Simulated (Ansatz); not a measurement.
Input file for Ansatz (a quantum-chemistry and plane-wave program): R-r2SCAN/def2-TZVPP on H4Si2 (SMILES [SiH][SiH3]), a point of a torsion scan.

Ansatz 0.2 input:
```yaml
crystal:
  periodic: [false, false, false]
  atoms:
    - {symbol: Si, position_ang: [1.52764111, -0.89699195, -0.11597328]}
    - {symbol: Si, position_ang: [-0.54828979, 0.04016682, 0.07754914]}
    - {symbol: H, position_ang: [2.43429487, 0.29612335, -0.06165917]}
    - {symbol: H, position_ang: [-0.94783057, 0.56837610, -1.24020412]}
    - {symbol: H, position_ang: [-0.95137146, 1.10633280, 1.00986015]}
    - {symbol: H, position_ang: [-1.49053506, -1.05606155, 0.36702085]}
basis:
  gaussian:
    orbitals: def2-TZVPP
hamiltonian:
  xc: {name: r2SCAN}
scf: {lower_state_search: off}
```

It printed:

```
WARN ansatz: RAYON_NUM_THREADS=1 ignored (pool sized by the plan → 1); use --threads N
Functional definition: r2SCAN
these checks for a lower state are left out or cut short: stability, starts, cluster_reference, orbital_swaps, neighbouring_geometries, increment
integrals: 0.05 GiB planned
812 factors; their error is unknown
mean field: 0.40 GiB planned
mean field evaluation 1: about -15815.7113 eV, gradient 1.6e1 eV
mean field evaluation 2: about -15815.9516 eV, gradient 1.4e1 eV
mean field evaluation 4: about -15816.7454 eV, gradient 8.0e-1 eV
mean field evaluation 8: about -15816.7124 eV, gradient 1.9e-2 eV
mean field evaluation 16: about -15816.7124 eV, gradient 2.9e-6 eV
mean field -15816.71236480 eV, -581.2534584537 hartree, gradient 3.0e-6 eV, S^2 0.000000; 0 other end points of the search recorded, 0 dependent functions left out
reference -15816.71237661 eV, -581.2534588878 hartree; 16, 16 occupied and 124, 124 virtual orbitals, 812 factors
Total energy: -15816.71237661 eV, -581.2534588878 hartree
Checks for a lower state left out: stability, starts, cluster_reference, orbital_swaps, neighbouring_geometries, increment
```

The run converged.

Cost: roughly 1.4 core-seconds.
